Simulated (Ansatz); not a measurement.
Ansatz results at the PBE0-D4/def2-TZVP geometry: LUMO energy (PBE0/def2-TZVPP) -0.41 eV; HOMO–LUMO gap (PBE/def2-TZVPP) 4.71 eV; LUMO energy (B3LYP/def2-TZVPP) -0.68 eV.

Each molecule was computed in one conformer, which needn't be the lowest.

Question: Which molecule gave them?
A. `C[C](C)([AlH2])S`
B. `C1C[AsH]1`
C. `[CH3][GeH2][C](=O)O`
D. `O=C(O)[CH2][GeH3]`

Answer: C. The others give `C[C](C)([AlH2])S`: -1.53, 3.22, -1.76; `O=C(O)[CH2][GeH3]`: -0.06, 5.29, -0.34; `C1C[AsH]1`: 0.26, 5.39, 0.02.

B3LYP here is the variant with VWN-RPA as its local correlation; programs differ in this.
